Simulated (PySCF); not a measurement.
C$_{5}$H$_{10}$N$_{2}$: full NMR table

```yaml
Formula: C5H10N2
SMILES: C/C=N\N=C(C)C
InChI: InChI=1S/C5H10N2/c1-4-6-7-5(2)3/h4H,1-3H3/b6-4-
Point_group_of_the_computed_structure: C1
Degrees_of_unsaturation: 2
Carbon_signals: 5
Proton_signals: 4
```

Mapped SMILES: `[CH3:1]/[CH:2]=[N:3]\[N:4]=[C:5]([CH3:6])[CH3:7]` (H(Xn): hydrogen on atom n).

[PySCF: σ from GIAO-PBE0/pcSseg-1; geometry from GFN2-xTB; no solvent model; one conformer; rapidly exchanging positions averaged; no relativistic terms]

Chemical shifts δ = σref − σ; ¹H and ¹³C against TMS; ¹⁵N against NH3, all at this level.

| carbon | δC, type | δH (multiplicity) | HMBC from (2–3 bonds) | span of the C tensor (ppm) |
| --- | --- | --- | --- | --- |
| C1 | 16.1, CH3 | 1.65 (d) | H(C2) | 36 |
| C2 | 130.5, CH | 6.43 (q) | H(C1) | 147 |
| C5 | 135.0, C | – | H(C7), H(C6) | 144 |
| C6 | 17.2, CH3 | 1.62 (s) | H(C7) | 37 |
| C7 | 27.8, CH3 | 2.01 (s) | H(C6) | 48 |

Other nuclei:
```csv
atoms,nucleus,environment,δ (ppm),σ (ppm)
N3,¹⁵N,imine nitrogen,396.4,-128.7
N4,¹⁵N,imine nitrogen,381.8,-114.1
```

- Carbon types of the structure: 1 × C, 1 × CH, 3 × CH3, which accounts for all hydrogens.
- δC 135.0, 130.5: C=N carbon.
- δC 27.8, 17.2, 16.1: methyl carbon; aliphatic region, no heteroatom directly attached.
- δH 6.43: hydrogen on a C=N carbon.
- δH 2.01, 1.65, 1.62: hydrogen on a methyl carbon.

Shifts are as computed. Against solution values, carbons near 30 ppm lie about +3 ppm off and those near 130 ppm about +5 ppm. Of 1211 compounds with measured shifts, 218 miss one by over three times the rms of a fit or turn the order of signals round; such compounds aren't used in these exercises. Experimental scales use liquid or dissolved standards, which lie at an offset from isolated NH3 (liquid NH3: subtract about 20 ppm). Unscaled 15N shifts of sp2 nitrogen come out 20 to 40 ppm too high even then. No couplings were computed; multiplicities are counted from neighbouring protons, with m where these are inequivalent, close in shift, in a saturated or five-membered ring or joined by F or P, and br s for small geminal =CH2 splittings.
